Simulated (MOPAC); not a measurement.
MOPAC input (AM1):

```
AM1 FORCE THERMO(298,298) PRECISE LET CHARGE=1 GEO-OK AUX(PRECISION=9) THREADS=1
H3F2O2Si

O     0.85553055 1   -1.36680751 1   -0.00155707 1
Si    0.26225623 1    0.21391550 1    0.01962459 1
O    -1.39740957 1   -0.66752501 1   -0.18314681 1
F    -0.15589817 1    0.86047926 1    1.40419740 1
F     0.49411658 1    1.17028256 1   -1.22058403 1
H     1.57658481 1   -1.72127927 1   -0.51430334 1
H    -1.39050314 1   -1.64220811 1   -0.29782764 1
H    -2.23388871 1   -0.41244578 1    0.24657649 1
```

From the output:

```
     H    8   0.837435   6.407945

          HEAT OF FORMATION =    -164.435530 KCALS/MOLE

          ZERO POINT ENERGY      27.915 KCAL/MOL

           NORMAL COORDINATE ANALYSIS (Total motion = 1 Angstrom)

   Root No.       1         2         3         4         5         6         7         8

                 1 A       2 A       3 A       4 A       5 A       6 A       7 A       8 A

                  98.2     156.1     177.7     200.8     215.1     248.8     342.0     535.2

           1    0.0054   -0.0160   -0.0164   -0.0638    0.0199   -0.0135   -0.0101    0.0009
           2    0.0055   -0.0892    0.0252   -0.0132   -0.0372   -0.1038   -0.0315   -0.0026
           3   -0.0781    0.0256    0.1162   -0.0498   -0.0047    0.0074    0.0455   -0.0182
           4    0.0049   -0.0216   -0.0176   -0.0630    0.0201   -0.0189   -0.0058   -0.0038
           5    0.0055   -0.0337    0.0001   -0.0154    0.0204    0.0832   -0.0054   -0.0361
           6   -0.0221   -0.0097   -0.0763    0.0199   -0.0051   -0.0105   -0.0006    0.0127
           7   -0.0111    0.1276   -0.0162    0.0188   -0.0035    0.0356    0.0016    0.0069
           8    0.0092   -0.0161    0.0075   -0.0160    0.0151    0.0927    0.0148    0.0786
           9    0.1383    0.0124    0.0303    0.0195    0.0214   -0.0099   -0.0170   -0.0647
          10    0.0274   -0.0619   -0.0617    0.0825   -0.0278    0.0062    0.0083    0.0116
          11    0.0966    0.0872    0.0099    0.0171    0.0058   -0.0701    0.0008   -0.0035
          12   -0.0342    0.0126   -0.0525   -0.0610    0.0212   -0.0242   -0.0097    0.0083
          13   -0.0249   -0.0173    0.1194    0.0357   -0.0271   -0.0021    0.0091   -0.0043
          14   -0.1115    0.0585   -0.0389    0.0254   -0.0267   -0.0412   -0.0008    0.0055
          15   -0.0026   -0.0365    0.0189    0.0677   -0.0197    0.0405    0.0066    0.0030
          16    0.0259   -0.0134   -0.1143   -0.0190    0.0633    0.0466    0.0397   -0.0143
          17   -0.0252   -0.1137    0.0557    0.0054    0.0825   -0.2315    0.4321   -0.0357
          18   -0.0731    0.0438    0.1941   -0.1161   -0.1569    0.0543   -0.4173    0.0252
          19   -0.0031    0.1788   -0.0345    0.0428   -0.0274    0.0662    0.0122   -0.0952
          20    0.0106    0.0960    0.0015    0.0668    0.0030    0.1415    0.0197   -0.0731
          21    0.0415   -0.0413    0.2468    0.1656    0.2882   -0.1424   -0.1086    0.4547
          22   -0.1178    0.1568    0.0688    0.2196    0.1788   -0.0157   -0.0866   -0.0448
          23   -0.0895   -0.1160   -0.0324    0.0206    0.0922    0.0450   -0.0359   -0.1273
          24    0.3871    0.1162   -0.0088   -0.2490   -0.2817    0.1138    0.1491    0.2708

   Root No.       9        10        11        12        13        14        15        16

                 9 A      10 A      11 A      12 A      13 A      14 A      15 A      16 A

                 607.6     763.5     790.6     917.1    1198.8    1344.9    1760.9    3265.9

           1    0.0190    0.0932   -0.0450    0.0898   -0.1065   -0.0055   -0.0009   -0.0002
           2    0.0005   -0.0135    0.0200    0.0378   -0.0114   -0.0064    0.0004    0.0007
           3   -0.0014   -0.0176    0.0139    0.0324   -0.0108   -0.0094   -0.0009   -0.0001
           4   -0.0033   -0.0178    0.0167   -0.0220    0.1728    0.0045    0.0012    0.0001
           5   -0.0910    0.0041   -0.0017   -0.0206   -0.0292    0.0505    0.0011    0.0007
           6    0.0064    0.0024   -0.0002    0.0019    0.0025    0.2789   -0.0004    0.0001
           7   -0.0264   -0.0353   -0.0400    0.0029   -0.0103    0.0002    0.0123   -0.0462
           8    0.1324   -0.0118   -0.0010   -0.0053    0.0094   -0.0073   -0.0449   -0.0024
           9    0.0401   -0.0097   -0.0093    0.0003    0.0002   -0.0073   -0.0137   -0.0142
          10   -0.0023   -0.0076    0.0101   -0.0417   -0.0703   -0.1155    0.0002   -0.0001
          11    0.0027   -0.0030   -0.0027   -0.0000   -0.0009   -0.0019    0.0001   -0.0002
          12   -0.0007   -0.0144    0.0239   -0.0717   -0.1248   -0.2111    0.0002    0.0000
          13    0.0130   -0.0176    0.0136   -0.0295   -0.0798    0.1175   -0.0001   -0.0001
          14   -0.0060    0.0069   -0.0075    0.0180    0.0406   -0.0616   -0.0001   -0.0001
          15   -0.0217    0.0252   -0.0241    0.0515    0.1273   -0.1940   -0.0000   -0.0001
          16   -0.0392   -0.1785    0.1851    0.5338   -0.2170   -0.0886   -0.0038   -0.0002
          17    0.0058    0.1673   -0.1384   -0.2553    0.0604    0.0432   -0.0009   -0.0017
          18    0.0559    0.1258   -0.1015   -0.2038    0.0595    0.0445    0.0045   -0.0004
          19    0.0459    0.0747    0.0812   -0.0135    0.0276   -0.0020    0.1530    0.5471
          20    0.2153    0.2516    0.2931   -0.0447    0.0896    0.0108    0.3988   -0.2237
          21   -0.2410   -0.0014   -0.0088    0.0099   -0.0110    0.0442    0.2200    0.0445
          22    0.0003    0.1569    0.1714   -0.0366    0.0563    0.0140   -0.3665    0.1913
          23    0.2654   -0.2057   -0.2159    0.0214   -0.0525   -0.0493    0.2801    0.2395
          24   -0.1863    0.0385    0.0464    0.0043    0.0011    0.0389    0.0161    0.1796

   Root No.      17        18

                17 A      18 A

                3390.6    3513.1

           1   -0.0006   -0.0358
           2   -0.0008   -0.0281
           3   -0.0009   -0.0320
           4    0.0002   -0.0006
           5   -0.0015   -0.0003
           6   -0.0001   -0.0003
           7   -0.0006    0.0001
           8   -0.0292    0.0019
           9   -0.0153    0.0007
          10   -0.0002    0.0003
          11    0.0001    0.0000
          12   -0.0002    0.0002
          13   -0.0001    0.0003
          14    0.0002   -0.0001
          15    0.0001   -0.0003
          16    0.0163    0.5717
          17    0.0137    0.4525
          18    0.0151    0.5155
          19   -0.3337    0.0179
          20    0.1199   -0.0077
          21   -0.0388    0.0028
          22    0.3354   -0.0166
          23    0.3786   -0.0184
          24    0.2857   -0.0137

           MASS-WEIGHTED COORDINATE ANALYSIS (NORMAL COORDINATES)

   Root No.       1         2         3         4         5         6         7         8

                 1 A       2 A       3 A       4 A       5 A       6 A       7 A       8 A

                  98.2     156.1     177.7     200.8     215.1     248.8     342.0     535.2

           1    0.0210   -0.0679   -0.0663   -0.2965    0.1318   -0.0592   -0.0584    0.0050
           2    0.0213   -0.3796    0.1021   -0.0615   -0.2472   -0.4553   -0.1830   -0.0144
           3   -0.3025    0.1088    0.4700   -0.2316   -0.0312    0.0325    0.2639   -0.0996
           4    0.0252   -0.1219   -0.0942   -0.3880    0.1769   -0.1096   -0.0443   -0.0279
           5    0.0281   -0.1903    0.0006   -0.0950    0.1792    0.4836   -0.0415   -0.2615
           6   -0.1136   -0.0548   -0.4087    0.1222   -0.0447   -0.0613   -0.0049    0.0916
           7   -0.0429    0.5432   -0.0655    0.0875   -0.0233    0.1562    0.0095    0.0379
           8    0.0357   -0.0685    0.0303   -0.0742    0.1001    0.4068    0.0856    0.4292
           9    0.5355    0.0529    0.1226    0.0907    0.1417   -0.0432   -0.0986   -0.3534
          10    0.1157   -0.2871   -0.2720    0.4176   -0.2010    0.0295    0.0526    0.0688
          11    0.4075    0.4043    0.0436    0.0868    0.0418   -0.3351    0.0053   -0.0211
          12   -0.1443    0.0583   -0.2314   -0.3085    0.1530   -0.1158   -0.0614    0.0493
          13   -0.1049   -0.0802    0.5261    0.1805   -0.1960   -0.0098    0.0577   -0.0256
          14   -0.4707    0.2713   -0.1716    0.1285   -0.1928   -0.1970   -0.0051    0.0329
          15   -0.0111   -0.1692    0.0835    0.3428   -0.1423    0.1936    0.0420    0.0179
          16    0.0251   -0.0144   -0.1160   -0.0222    0.1054    0.0513    0.0578   -0.0195
          17   -0.0245   -0.1215    0.0565    0.0063    0.1374   -0.2549    0.6294   -0.0490
          18   -0.0711    0.0468    0.1970   -0.1354   -0.2614    0.0598   -0.6079    0.0345
          19   -0.0030    0.1910   -0.0351    0.0499   -0.0457    0.0728    0.0178   -0.1306
          20    0.0103    0.1025    0.0015    0.0779    0.0051    0.1558    0.0287   -0.1003
          21    0.0404   -0.0442    0.2505    0.1931    0.4800   -0.1568   -0.1581    0.6236
          22   -0.1145    0.1675    0.0698    0.2560    0.2979   -0.0173   -0.1262   -0.0615
          23   -0.0870   -0.1240   -0.0328    0.0240    0.1535    0.0495   -0.0523   -0.1745
          24    0.3764    0.1242   -0.0089   -0.2903   -0.4691    0.1252    0.2171    0.3714

   Root No.       9        10        11        12        13        14        15        16

                 9 A      10 A      11 A      12 A      13 A      14 A      15 A      16 A

                 607.6     763.5     790.6     917.1    1198.8    1344.9    1760.9    3265.9

           1    0.0858    0.5761   -0.3082    0.4022   -0.3034   -0.0105   -0.0051   -0.0013
           2    0.0025   -0.0834    0.1369    0.1692   -0.0325   -0.0121    0.0022    0.0038
           3   -0.0061   -0.1087    0.0948    0.1450   -0.0307   -0.0178   -0.0050   -0.0004
           4   -0.0198   -0.1457    0.1517   -0.1307    0.6523    0.0113    0.0090    0.0005
           5   -0.5430    0.0338   -0.0150   -0.1225   -0.1101    0.1272    0.0082    0.0048
           6    0.0382    0.0196   -0.0014    0.0113    0.0096    0.7024   -0.0033    0.0009
           7   -0.1189   -0.2184   -0.2737    0.0129   -0.0293    0.0003    0.0705   -0.2568
           8    0.5966   -0.0730   -0.0071   -0.0238    0.0267   -0.0138   -0.2580   -0.0132
           9    0.1807   -0.0602   -0.0640    0.0011    0.0005   -0.0138   -0.0789   -0.0787
          10   -0.0111   -0.0514    0.0751   -0.2034   -0.2182   -0.2393    0.0015   -0.0003
```

The dipole moment of an ion depends on the origin.
